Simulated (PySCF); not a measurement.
# Reading the logs of faulty runs: AlH4N2Si

These are calculations, not measurements. The program is PySCF 2.14.0, an open-source quantum chemistry code, run on an isolated molecule that a program drew, which may never have been made. The molecule is AlH4N2Si (charge 0, doublet), drawn as the SMILES string `N[SiH]=[N][AlH]`.

Each row is a Hartree-Fock (HF) and frozen-core CCSD(T) single point in the cc-pV(D+d)Z basis, meant for a local HF minimum. Run 1 is clean. Each other run has one planted mistake out of seven kinds, and not every kind appears here: one electron removed, one electron added, multiplicity raised by two, geometry at a saddle point, minimal basis STO-3G, one bond length entered in bohr, all coordinates scaled. The reference is restricted for singlets and unrestricted otherwise, and also for a bond in bohr. Adding or removing an electron swaps singlet and doublet. Electrons count all cores. HOMO and LUMO are orbital energies over both spins, the gradient is its largest component, and the lowest frequency (negative if imaginary) is given only where the gradient is small. Bond lengths are over the 7 bonds as drawn. T1 is the CCSD diagnostic: over 0.02 (restricted) or 0.045 (unrestricted) a single reference is doubtful.

Geometry of the clean run:
```xyz
8
AlH4N2Si, angstrom
N    -1.4374    0.0119    1.4228
Si   -0.3438    1.2435    1.7250
N     0.1027    2.3717    0.7450
Al    0.5777    3.7326   -0.2386
H    -1.6757   -0.6899    2.0955
H    -1.9093   -0.1009    0.5468
H     0.1248    1.0557    3.1059
H     1.8425    3.6093   -1.2170
```

```
run,electrons,basis functions,<S^2>,HOMO (eV),LUMO (eV),gradient (hartree/bohr),lowest frequency (cm^-1),mean bond (Å),longest bond (Å),T1,HF (hartree),CCSD(T) (hartree),mistake
1,45,94,0.756,-7.02,2.04,3.4e-05,74,1.4365,1.745,0.0180,-642.10609,-642.62714,no fault
2,45,94,0.756,-6.95,1.80,2.5e-05,-131,1.4378,1.750,0.0174,-642.10402,-642.62441,geometry at a saddle point
3,45,94,3.762,-4.09,-0.44,8.1e-02,-,1.4365,1.745,0.0210,-641.96090,-642.44437,multiplicity raised by two
4,45,94,1.476,-7.15,1.07,2.1e-02,-,1.5638,1.891,0.0616,-641.95422,-642.47666,one bond length entered in bohr
5,45,94,0.755,-6.83,2.16,3.4e-02,-,1.3863,1.684,0.0166,-642.09326,-642.60604,?
```

**Which mistake was planted in run 5, and what did it cost?**

The mean and the longest bond both change by the same factor, 0.965, and the gradient is no longer small. So the mistake is: all coordinates scaled. Subtracting run 1 and multiplying by 627.51 kcal/mol a hartree, the energy moved by 8.1 kcal/mol in HF and 13.2 kcal/mol in CCSD(T).

Cautions from the logs. Run 4: T1 is over the limit, so its CCSD(T) energy is less reliable.
